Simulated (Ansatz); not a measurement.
Computed with Ansatz on PBE0-D4/def2-TZVP structures; ΔE is electronic, products minus reactants. CBS: MP2 limit from def2 TZ/QZ plus the TZ coupled-cluster correction, frozen cores. Functionals use def2-TZVPP. B3LYP here is the variant with VWN-RPA as its local correlation; programs differ in this. One conformer a species, not always the lowest.

`O[SiH2]B(O)F` + `CNC` → `CN(C)B(O)F` + `O[SiH3]`  (cleavage of the B–Si bond)

(1) Is it downhill or uphill in electronic energy at CCSD(T)/CBS, and by how much? (An estimate is asked.)

(2) What do these levels give: LDA (SPW92), B97M-V, r2SCAN0-D4, BHLYP-D4, ωB97X-V, PBE-QIDH, B3LYP, r2SCAN0, HF/def2-SVP, CCSD(T)/def2-SVP, MP2/def2-TZVPP, SCS-MP2/def2-TZVPP? (Estimate.)

Largest T1 diagnostic among the species: 0.013.

## Answers

(1) The calculation gave: Downhill: ΔE = -128.2 kJ/mol.

(2) The calculation gave: LDA (SPW92) -130.7, B97M-V -128.3, r2SCAN0-D4 -131.7, BHLYP-D4 -134.2, ωB97X-V -123.7, PBE-QIDH -129.8, B3LYP -122.6, r2SCAN0 -130.8, HF/def2-SVP -145.2, CCSD(T)/def2-SVP -140.2, MP2/def2-TZVPP -135.5, SCS-MP2/def2-TZVPP -133.3 kJ/mol.

From PBE to PBE0 (25 % exact exchange), in def2-TZVPP and without D4, ΔE moves by −8.2 kJ/mol. The D4 term adds −3.9 kJ/mol with B3LYP and −2.2 kJ/mol with PBE0; it sums over pairs of atoms, weighted by their polarisabilities, and B3LYP, whose exchange is more repulsive, gets the larger term. At CCSD(T), def2-SVP lies −12.0 kJ/mol from the extrapolated value and def2-TZVPP −1.3 kJ/mol.
